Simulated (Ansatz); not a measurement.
Ansatz results at the PBE0-D4/def2-TZVP geometry: HOMO–LUMO gap (B3LYP/def2-TZVPP) 4.51 eV; HOMO energy (PBE0/def2-TZVPP) -6.43 eV; size of the dipole moment (B3LYP/def2-TZVPP) 3.12 D.

Each molecule was computed in one conformer, which needn't be the lowest.

**Question.** Which molecule gave them?
A. `OC([SiH3])[TeH]`
B. `C=N/C(O)=C/F`
C. `N#CC(F)CO`
D. `ClC1=CC=C1`

**Answer.** B. The others give `ClC1=CC=C1`: 3.48, -5.73, 1.16; `N#CC(F)CO`: 7.85, -8.87, 2.40; `OC([SiH3])[TeH]`: 5.03, -6.44, 1.43.

B3LYP here is the variant with VWN-RPA as its local correlation; programs differ in this.
